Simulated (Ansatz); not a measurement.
Consider the isomerisation: `C[SiH](O)CS` → `OCSC[SiH3]`.

Isolated molecules relaxed with PBE0-D4/def2-TZVP in Ansatz; ΔE leaves out vibrations. CBS: MP2 limit from def2 TZ/QZ plus the TZ coupled-cluster correction, frozen cores. Functionals use def2-TZVPP. Each species was taken in one conformer, which may not be the lowest.

`C[SiH](O)CS`:

Z-matrix (Å, degrees):
```
C
Si 1 1.863
H 1 1.093 2 112.1
H 1 1.093 2 110.0 3 -119.6
H 1 1.094 2 110.9 3 121.1
O 2 1.647 1 112.5 3 61.1
C 2 1.883 1 110.3 3 -59.6
H 2 1.487 1 109.6 3 179.3
H 6 0.962 2 113.8 1 -84.2
S 7 1.818 2 110.7 1 72.4
H 7 1.093 2 109.0 1 -173.2
H 7 1.092 2 114.4 1 -53.2
H 10 1.343 7 97.6 2 -60.2
```

`OCSC[SiH3]`:

Cartesian coordinates in Å:
```
O 1.164 0.632 2.042
C 0.801 -0.588 1.463
S 1.261 -0.751 -0.273
C 0.226 0.556 -0.983
Si -1.522 -0.061 -1.296
H 2.109 0.755 1.908
H -0.281 -0.672 1.571
H 1.270 -1.448 1.955
H 0.260 1.425 -0.321
H 0.695 0.850 -1.924
H -2.100 -0.611 -0.042
H -2.399 1.045 -1.775
H -1.485 -1.132 -2.324
```

```tsv
species	r2SCAN-D4 energy (Eh)
`C[SiH](O)CS`	-843.95360
`OCSC[SiH3]`	-843.86824
```

Problem. Work out ΔE.

Solution. ΔE = (-843.86824) − (-843.95360) = 0.08536 Eh = +224.1 kJ/mol. CCSD(T)/CBS gives +226.7 kJ/mol.

Largest T1 diagnostic among the species: 0.011.

From PBE to PBE0 (25 % exact exchange), in def2-TZVPP and without D4, ΔE moves by +8.8 kJ/mol.
